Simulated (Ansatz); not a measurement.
Coupled-cluster diagnostics for the cluster ZrO₄H₄ (the lowest singlet isomer of a short search), Ansatz.

Geometry of the singlet (PBE-D4/def2-SVP):

```xyz
9

Zr    0.144    0.179   -0.044
O    -1.800   -0.873    0.578
O    -0.511   -1.586    0.763
O     1.982    0.301    0.505
O    -0.096    0.354   -1.948
H     2.914    0.334    0.761
H     0.040    0.262   -2.901
H    -2.064   -0.662    1.500
H    -0.610    1.691    0.785
```

In the def2 sets Zr takes a core potential; there is no spin–orbit coupling. Correlated methods freeze 4 core orbitals; core or outer-core shells of Zr are correlated, in sets that lack core-valence functions. The structure holds one bond between oxygen atoms, so isomers without such links may lie far lower. The structure comes from a short search, and lower isomers may exist.

Question: Estimate the CCSD(T) correlation energy, the shares of MP2 and (T), T1 and the reference's ⟨S²⟩ for: charge 0, singlet, own geometry in def2-TZVP; and the rough time on 4 threads of Arm Neoverse V1 on a shared host.

Answer: 
```
                          state      basis  correlation (eV)  MP2 share (%)  (T) share (%)     T1  ⟨S²⟩ (pure)  wall time
charge 0, singlet, own geometry  def2-TZVP           -36.295           95.9            3.8  0.018  0.00 (0.00)    1.8 min
```
Customary marks for T1 are 0.02 (closed shells), 0.045 (open shells) and about 0.05 (3d metals). T1 stays under 0.02 throughout.
